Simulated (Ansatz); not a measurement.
Consider the ligand exchange at the Al–O bond: `[CH3][Al]([OH])[F]` + CH₃NH₂ → `C[NH][Al]([CH3])[F]` + H₂O.

Calculated with Ansatz (gas phase, PBE0-D4/def2-TZVP geometries, no zero-point term in ΔE). CCSD(T)/CBS is the MP2 limit (def2-TZVPP, def2-QZVPP) plus CCSD(T) − MP2 in def2-TZVPP, frozen cores. This one scheme is used for every species. Functionals use def2-TZVPP. B3LYP here is the variant with VWN-RPA as its local correlation; programs differ in this. HSE06 is defined as in plane-wave codes. One conformer a species, not always the lowest.

Problem. Is it downhill or uphill in electronic energy at CCSD(T)/CBS, and by how much? (Best estimate.)

Solution. Computed: Uphill: ΔE = +46.8 kJ/mol.

Problem. What do these levels give: PBE-D4, B3LYP-D4, HSE06-D4, BHLYP-D4, PBE-QIDH, r2SCANh, LC-ωPBE, CCSD/def2-SVP, SCS-MP2/def2-TZVPP, MP2/def2-QZVPP, SCS-MP2/def2-QZVPP, MP2/CBS(def2)? (An estimate is asked.)

Solution. Computed: PBE-D4 46.4, B3LYP-D4 49.6, HSE06-D4 46.6, BHLYP-D4 51.1, PBE-QIDH 49.6, r2SCANh 51.8, LC-ωPBE 51.8, CCSD/def2-SVP 50.1, SCS-MP2/def2-TZVPP 50.8, MP2/def2-QZVPP 47.7, SCS-MP2/def2-QZVPP 49.8, MP2/CBS(def2) 47.0 kJ/mol.

Largest T1 diagnostic among the species: 0.012.

In def2-TZVPP, CCSD(T) changes the Hartree–Fock value by −10.7 kJ/mol (the triples alone add −1.5 kJ/mol) and MP2 by −10.5 kJ/mol. Leaving LDA and LC-ωPBE aside and taking each functional with its dispersion term where it has one, the values, not all of them listed here, spread over 8.5 kJ/mol, from revPBE-D4 to B2PLYP. LDA lies −5.1 kJ/mol from PBE without D4. The D4 term adds −5.8 kJ/mol with B3LYP and −3.4 kJ/mol with PBE0; it sums over pairs of atoms, weighted by their polarisabilities, and B3LYP, whose exchange is more repulsive, gets the larger term.
